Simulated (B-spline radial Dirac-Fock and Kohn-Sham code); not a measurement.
In the model described below, an M3 (3p3/2) vacancy in In⁶⁺, configuration 1s2 2s2 2p6 3s2 3p6 3d10 4s2 4p6 4d7, lives for 0.18 fs, which corresponds to a natural width of 3.73 eV. Out of 1000 such holes, about 0.51 decay by emitting a photon, 898 by a Coster-Kronig transition that moves the hole within the M shell, and the rest by ordinary Auger emission. The strongest X-ray line is Mγ (M3-N5) at 662.4 eV, with 45 % of the radiative rate. The strongest electron group is M3-M5N3 near 18 eV, with 38 % of the non-radiative rate. The Coster-Kronig yields by final subshell (the deeper hole where both stay in the shell) are M4 0.216, M5 0.681. Independent-particle models tend to overestimate Coster-Kronig rates.

Input of the calculation (task.json; shells as n, l, electrons):

```json
{"items": [{
  "Z": 49,
  "q": 6,
  "cfg": [[1, 0, 2], [2, 0, 2], [2, 1, 6], [3, 0, 2], [3, 1, 6], [3, 2, 10], [4, 0, 2], [4, 1, 6], [4, 2, 7]],
  "A": 115,
  "rrms": 4.6156,
  "do": ["binding", "quiet", "decay"],
  "holes": ["K", "L1", "L2", "L3", "M1", "M2", "M3", "M4", "M5", "N1", "N2", "N3"]
}]}
```

Launch: `python xray_run.py task.json out`

Model: independent-particle rates on relativistic LDA orbitals of the hole state (multipoles up to L = 3, Coulomb Auger matrix elements, transition energies from Dirac-Fock). Program: a radial finite-basis atomic code.
